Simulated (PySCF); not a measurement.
Running PySCF for K2

File input.py (PySCF 2.14):

```python
from pyscf import gto, scf, tdscf

mol = gto.M(
    atom='K 0 0 0; K 0 0 4.473',
    basis='def2-svpd',
    charge=0,
    spin=0,
    verbose=4,
)
mf = scf.RHF(mol)
mf.kernel()
td = tdscf.TDA(mf)
td.nstates = 5
td.kernel()
td.analyze()
mf.dip_moment()
print('orbital energies (hartree):', mf.mo_energy[..., max(0, mol.nelec[1]-3):mol.nelec[0]+3].round(4))
```

```bash
$ python input.py
```

The log:

```
PySCF version 2.14.0

[INPUT] verbose = 4
[INPUT] num. atoms = 2
[INPUT] num. electrons = 38
[INPUT] charge = 0
[INPUT] spin (= nelec alpha-beta = 2S) = 0
[INPUT] symmetry False subgroup None
[INPUT] Mole.unit = angstrom
[INPUT] Symbol           X                Y                Z      unit          X                Y                Z       unit  Magmom
[INPUT]  1 K      0.000000000000   0.000000000000   0.000000000000 AA    0.000000000000   0.000000000000   0.000000000000 Bohr   0.0
[INPUT]  2 K      0.000000000000   0.000000000000   4.473000000000 AA    0.000000000000   0.000000000000   8.452744955180 Bohr   0.0

nuclear repulsion = 42.7080199289336
number of shells = 22
number of NR pGTOs = 108
number of NR cGTOs = 54
basis = def2-svpd
ecp = {}

******** <class 'pyscf.scf.hf.RHF'> ********
method = RHF
initial guess = minao
damping factor = 0
level_shift factor = 0
DIIS = <class 'pyscf.scf.diis.CDIIS'>
diis_start_cycle = 1
diis_space = 8
diis_damp = 0
SCF conv_tol = 1e-09
SCF conv_tol_grad = None
SCF max_cycles = 50
direct_scf = True
direct_scf_tol = 1e-13
Set gradient conv threshold to 3.16228e-05
Initial guess from minao.
init E= -1198.02916412845
  HOMO = -0.102205782667515  LUMO = -0.02837522422602  gap/eV = 2.00903
cycle= 1 E= -1198.14896928357  delta_E= -0.12  |g|= 0.0411  |ddm|= 1.19
  HOMO = -0.127123325120396  LUMO = -0.00533067447377478  gap/eV = 3.31415
cycle= 2 E= -1198.15010351591  delta_E= -0.00113  |g|= 0.00952  |ddm|= 0.114
  HOMO = -0.127334940597822  LUMO = -0.00407250588935881  gap/eV = 3.35414
cycle= 3 E= -1198.15034019094  delta_E= -0.000237  |g|= 0.00494  |ddm|= 0.0603
  HOMO = -0.126316341407402  LUMO = -0.00321552752583421  gap/eV = 3.34974
cycle= 4 E= -1198.15038525206  delta_E= -4.51e-05  |g|= 0.000401  |ddm|= 0.0389
  HOMO = -0.126228632674626  LUMO = -0.00317310753947264  gap/eV = 3.34851
cycle= 5 E= -1198.15038601142  delta_E= -7.59e-07  |g|= 0.00012  |ddm|= 0.0063
  HOMO = -0.126245555099999  LUMO = -0.00316818763063687  gap/eV = 3.34911
cycle= 6 E= -1198.15038607798  delta_E= -6.66e-08  |g|= 9.37e-06  |ddm|= 0.00261
  HOMO = -0.126242891155512  LUMO = -0.00316875922638538  gap/eV = 3.34902
cycle= 7 E= -1198.1503860781  delta_E= -1.16e-10  |g|= 7.54e-07  |ddm|= 0.000108
  HOMO = -0.126243185711928  LUMO = -0.00316878515933694  gap/eV = 3.34903
Extra cycle  E= -1198.15038607809  delta_E= 2.73e-12  |g|= 2.59e-07  |ddm|= 4.15e-06
converged SCF energy = -1198.15038607809

******** <class 'pyscf.tdscf.rhf.TDA'> for <class 'pyscf.scf.hf.RHF'> ********
nstates = 5 singlet
deg_eia_thresh = 1.000e-03
wfnsym = None
conv_tol = 1e-05
eigh lindep = 1e-12
eigh level_shift = 0
eigh max_cycle = 100

Excitation energies (eV)
[1.44037073 1.79161091 1.79161091 1.96787686 2.10245542]

** Singlet excitation energies and oscillator strengths **
Excited State   1:      1.44037 eV    860.78 nm  f=1.1454
      19 -> 20        0.70667
Excited State   2:      1.79161 eV    692.03 nm  f=0.9160
      19 -> 21       -0.67068
      19 -> 22        0.22169
Excited State   3:      1.79161 eV    692.03 nm  f=0.9160
      19 -> 21       -0.22169
      19 -> 22       -0.67068
Excited State   4:      1.96788 eV    630.04 nm  f=0.0000
      19 -> 23       -0.67420
      19 -> 27       -0.20290
Excited State   5:      2.10246 eV    589.71 nm  f=0.0000
      19 -> 24       -0.69937

** Transition electric dipole moments (AU) **
state          X           Y           Z        Dip. S.      Osc.
  1         0.0000      0.0000     -5.6972     32.4584      1.1454
  2         2.0978     -4.0580     -0.0000     20.8676      0.9160
  3        -4.0580     -2.0978     -0.0000     20.8676      0.9160
  4         0.0000     -0.0000      0.0000      0.0000      0.0000
  5        -0.0000      0.0000     -0.0000      0.0000      0.0000

** Transition velocity dipole moments (imaginary part, AU) **
state          X           Y           Z        Dip. S.      Osc.
  1         0.0000      0.0000     -0.1345      0.0181      0.2279
  2         0.0654     -0.1266     -0.0000      0.0203      0.2055
  3        -0.1266     -0.0654     -0.0000      0.0203      0.2055
  4         0.0000      0.0000      0.0000      0.0000      0.0000
  5        -0.0000      0.0000     -0.0000      0.0000      0.0000

** Transition magnetic dipole moments (imaginary part, AU) **
state          X           Y           Z
  1         0.0000     -0.0000      0.0000
  2         0.0000      0.0000     -0.0000
  3         0.0000     -0.0000     -0.0000
  4         0.0000      0.0000     -0.0000
  5         0.0653      0.1791     -0.0000
Dipole moment(X, Y, Z, Debye):  0.00000, -0.00000,  0.00000
orbital energies (hartree): [-0.9485 -0.9472 -0.1262 -0.0032  0.0209  0.0209]
```

In short: E(SCF) = -1198.150386 Eh, 7 cycles, μz(SCF) = 0.00 D, first singlet excitations without spin–orbit coupling 1.44, 1.79, 1.79, 1.97, 2.10 eV.

Wall time 2.4 s on one thread of a shared host.

Stability towards an unrestricted solution was not tested. The bond length is a typed value, not an optimised one.
